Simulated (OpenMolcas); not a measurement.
Ge I: effect of the basis set

| Item | Value |
| --- | --- |
| Program | OpenMolcas |
| Method | CASSCF |
| Active space | 2 electrons in 3 orbitals (4p) |
| State averaging | 2S+1 = 3 even, 3 roots; 2S+1 = 1 even, 6 roots |
| Spin-orbit coupling | state interaction with AMFI integrals over the reference wave functions, term energies averaged over their components |

A. ANO-RCC-VDZP [5s4p2d], DKH2, point nucleus; cost about 2.5 core-seconds
B. ANO-R1 [5s4p3d1f], X2C, finite nucleus; cost of the order of 1.7 core-seconds
C. ANO-RCC-VTZP [6s5p3d1f], DKH2, point nucleus; cost about 2.4 core-seconds
D. ANO-RCC-VQZP [7s6p4d2f1g], DKH2, point nucleus; cost about 2.2 core-seconds
E. ANO-R2 [6s5p4d3f1g], X2C, finite nucleus; cost of the order of 3 core-seconds
F. ANO-R3 [7s6p5d4f2g], X2C, finite nucleus; cost about 5 core-seconds

Energies in cm-1 above 4s2 4p2 3P0, the measured ground level; measured values from NIST Handbook of Basic Atomic Spectroscopic Data.

```csv
Level,A,B,C,D,E,F,Measured
4s2 4p2 3P0,0.0,0.0,0.0,0.0,0.0,0.0,0.0
4s2 4p2 3P1,448,444,475,465,471,465,557
4s2 4p2 3P2,1205,1193,1261,1240,1251,1239,1410
4s2 4p2 1D2,9692,9555,9520,9382,9423,9354,7125
4s2 4p2 1S0,22854,22501,22241,21814,21977,21750,16367
```

Deviations, from unrounded energies. A percentage is the sum of absolute deviations over the sum of measured energies, with the sign that they share, or ± where signs differ.

```
                        Against measurement  Levels      A      B      C      D      E      F
             mean absolute deviation (cm-1)       4   2300   2200   2100   2000   2000   2000
      fine structure of the ground term (%)       2  -15.9  -16.8  -11.7  -13.3  -12.4  -13.4
other terms of the ground configuration (%)       2  +38.5  +36.5  +35.2  +32.8  +33.7  +32.4
```

D, E, F lie about equally close to measurement and A furthest from it. The largest miss of F in the table is 4s2 4p2 1S0, by +5400 cm-1. The ranking rests on the paired levels alone, and a cruder setting can come out closer through cancelling errors.

Among A to F the level of the table that moves most is 4s2 4p2 1S0, by 1100 cm-1 (lowest in F, highest in A).

Without dynamic correlation excited terms often stand tens of per cent too high (terms of higher spin than the ground term too low), and those without a measured partner can miss by more than the paired ones. With the s shell closed, the reference lacks s² → p² mixing. Measured partners are found by configuration, term and J. A level has none where our copy of the source lacks it or the pairing is in doubt (some pairs that miss far off the trend of their configuration count as doubtful), and it then counts in no deviation. Only configurations of the active space appear.
